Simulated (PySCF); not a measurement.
## I (iodine, neutral) across methods

[Kr] 4d10 5s2 5p5, 2P determinant. Calculation: PySCF 2.14, in aug-cc-pVTZ-DK3 (8s7p5d2f, 68 functions); the spin-free X2C one-electron Hamiltonian (Gaussian nucleus).

| method | E (hartree) | mean ε 5s β (eV) | mean ε 5p α (eV) | mean ε 5p β (eV) | Σ⟨r²⟩ (bohr²) | ⟨S²⟩ |
| --- | --- | --- | --- | --- | --- | --- |
| B3LYP | -7115.40 | -18.437 | -8.308 | -7.652 | 61.79 | 0.753 |
| PBE0 | -7114.97 | -18.674 | -8.616 | -7.874 | 61.46 | 0.754 |
| UHF | -7112.38089 | -22.675 | -11.432 | -10.412 | 62.00 | 0.761 |
| TPSSh | -7115.02 | -17.743 | -7.980 | -7.274 | 61.47 | 0.754 |
| r2SCANh | -7115.31 | -17.972 | -8.206 | -7.426 | 61.40 | 0.756 |
| M06-L | -7115.16 | -17.021 | -7.398 | -6.723 | 61.91 | 0.754 |
| PBE | -7114.89 | -16.981 | -7.397 | -6.726 | 61.74 | 0.753 |
| r2SCAN | -7115.32 | -17.337 | -7.767 | -7.004 | 61.43 | 0.755 |

Question: Estimate the same row for LDA.

Answer: E (hartree) = -7108.77; mean ε 5s β (eV) = -17.314; mean ε 5p α (eV) = -7.514; mean ε 5p β (eV) = -6.881; Σ⟨r²⟩ (bohr²) = 61.62; ⟨S²⟩ = 0.751.
